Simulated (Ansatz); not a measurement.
Geometry optimisation, RKS PBE0-D4/def2-SVP in Ansatz 0.2.0.

The input (input.yaml):

```yaml
crystal:
  periodic: [false, false, false]
  atoms:
    - { symbol: Al, position_ang: [0.0, 0.0, 0.0] }
    - { symbol: Cl, position_ang: [0.0, 0.0, 2.58] }
    - { symbol: H, position_ang: [1.351, 0.0, -0.78] }
    - { symbol: O, position_ang: [-1.5415, 0.0, -0.89] }
    - { symbol: H, position_ang: [-2.0512, -0.8467, -0.6815] }
    - { symbol: Br, position_ang: [-0.339, 2.5493, 0.8545] }
    - { symbol: H, position_ang: [-0.1924, 1.4473, 2.1423] }
basis:
  gaussian: { orbitals: def2-SVP }
hamiltonian:
  xc: pbe0
  dispersion: d4
relax:
  f_tol: 0.15
  max_steps: 25
  restrain:
    - { distance: [0, 5], at: 2.41, k: 30.0 }
    - { distance: [6, 1], at: 1.37, k: 30.0 }
    - { distance: [0, 1], at: 3.43, k: 30.0 }
    - { distance: [6, 5], at: 2.75, k: 30.0 }
```

Command:

```bash
$ ansatz run input.yaml --threads 2 --pin off --max-ram 3072MiB --backend cpu --events-out ev --progress --plain --runs-dir out
```

Problem. Where does it end, and by what steps?

Solution. The forces met the threshold. The restraints hold the end off the free minimum. After 8 steps the energy has fallen by 0.873 eV (the restraints' own energy left out); Al1 moved furthest, 0.66 Å. Parted: Br6–H7 (1.70 → 2.75 Å).

| step | energy less start (eV) | largest force component (eV/Å) | accepted |
| --- | --- | --- | --- |
| 0 | 0.0000 | 2.682 | yes |
| 1 | -0.0376 | 2.928 | yes |
| 2 | -0.3544 | 2.968 | yes |
| 3 | -0.6991 | 1.849 | yes |
| 4 | -0.7401 | 1.856 | yes |
| 5 | -0.7891 | 1.859 | yes |
| 6 | -0.8238 | 1.427 | yes |
| 7 | -0.8467 | 1.349 | yes |
| 8 | -0.8727 | 1.107 | yes |

```xyz
7
Properties=species:S:1:pos:R:3
Al -0.147 0.501 -0.403
Cl 0.015 -0.042 2.972
H 1.241 -0.154 -0.735
O -1.681 -0.139 -0.703
H -1.897 -1.016 -1.023
Br -0.202 2.735 0.399
H -0.102 1.263 2.718
```

Run time: 32 s on 2 threads of Arm Neoverse V1, with other jobs on the host, peak memory 0.21 GiB.
